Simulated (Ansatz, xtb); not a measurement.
# Ligand exchange: C2H6O + CH8OSi2 → CH6OSi + C2H8OSi

Species: C2H6O (dimethyl ether) `COC`, singlet; CH8OSi2 `CO[SiH2][SiH3]`, singlet; CH6OSi `CO[SiH3]`, singlet; C2H8OSi `CO[SiH2]C`, singlet. The partners trade CH3 for SiH3: O–CH3 and Si–SiH3 bonds give way to O–SiH3 and Si–CH3.

Shapes, held fixed at every level: PBE0-D4/def2-TZVP. Flexible molecules stand in one conformer, not always the lowest. Programs: Ansatz 0.2.0, xtb 6.7.1. The zero-point and thermal change to 298 K, harmonic and unscaled (PBE0-D4/def2-TZVP), is -1.7 kJ/mol.

**Question.** Estimate ΔH(298 K) of this reaction.

**Answer.** The highest level, CCSD(T)/CBS estimate, gives ΔH(298 K) = -179.1 kJ/mol; the levels span -180.8 to -89.0. GFN0-xTB strays far from the other rows. The column of differences is taken from that level and isn't an error. No measured value is set beside it here. The CBS estimate extrapolates MP2 from def2-TZVPP and def2-QZVPP and adds CCSD(T) − MP2 in the triple-zeta set, cores frozen. Times are processor times on shared x86 and Arm servers, and rough.

| level | kind | ΔH(298 K) (kJ/mol) | less CCSD(T)/CBS estimate | CPU time (sum over the molecules) |
| --- | --- | --- | --- | --- |
| GFN0-xTB | semi-empirical | -89.0 | +90.1 | 0.17 s |
| r2SCAN-D4/def2-TZVPP | meta-GGA | -172.0 | +7.1 | 46 s |
| B3LYP-D4/def2-TZVPP | global hybrid | -171.7 | +7.4 | 49 s |
| BHLYP-D4/def2-TZVPP | global hybrid | -180.4 | -1.3 | 33 s |
| r2SCAN0-D4/def2-TZVPP | global hybrid | -175.6 | +3.5 | 47 s |
| wB97M-V/def2-TZVPP | range-separated hybrid | -180.8 | -1.7 | 1.8 min |
| wB97X-V/def2-TZVPP | range-separated hybrid | -170.2 | +8.9 | 80 s |
| CCSD/def2-TZVPP | coupled cluster or CI | -177.4 | +1.7 | – |
| CCSD(T)/CBS estimate | coupled cluster or CI | -179.1 | 0.0 | 16 min |
